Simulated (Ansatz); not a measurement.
Species: C₄H₁₂OSi (charge 0, singlet). SMILES: C[Si](C)(C)CO
Coordinates optimised at B3LYP-D3(BJ)/def2-TZVP (Ansatz, a program for electronic structure):
```
Si
C 1 1.8750
H 2 1.0915 1 110.38
H 2 1.0925 3 107.84 1 -121.70
H 2 1.0925 3 108.11 4 -116.33
C 1 1.8750 2 110.42 3 62.04
H 6 1.0915 1 110.38 2 -62.04
H 6 1.0925 7 107.84 1 121.70
H 6 1.0925 7 108.11 8 116.33
C 1 1.8798 2 110.54 3 -175.34
H 10 1.0925 1 111.45 2 179.00
H 10 1.0925 11 107.86 1 122.64
H 10 1.0926 11 107.55 12 115.74
C 1 1.8971 2 108.81 3 -57.33
H 14 1.0986 1 109.81 2 -61.17
H 14 1.0986 15 106.93 1 119.09
O 14 1.4362 15 111.01 16 121.22
H 17 0.9624 14 109.07 15 -59.39
```
Charge 0, spin multiplicity 1.

Atomisation energy built up term by term with Ansatz (kcal/mol; UHF references for open shells; valence terms freeze the core; atomic spin-orbit terms are left out). CBS(X,Y): correlation extrapolated as X^-3; Hartree-Fock from the larger set.

| term | basis | kcal/mol |
|---|---|---|
| Hartree-Fock | cc-pV(Q+d)Z | 1226.25 |
| CCSD correlation | CBS(cc-pV(T+d)Z,cc-pV(Q+d)Z) | 386.08 |
| (T) | CBS(cc-pV(T+d)Z,cc-pV(Q+d)Z) | 21.32 |
| core correlation | cc-pwCVTZ | 5.19 |
| scalar relativity (X2C) | cc-pVTZ-DK against cc-pVTZ | -1.70 |
| sum: De |  | 1637.1 |

(T) makes 1.3 % of the CCSD(T) atomisation energy; under 5 % is typical of single-reference molecules.
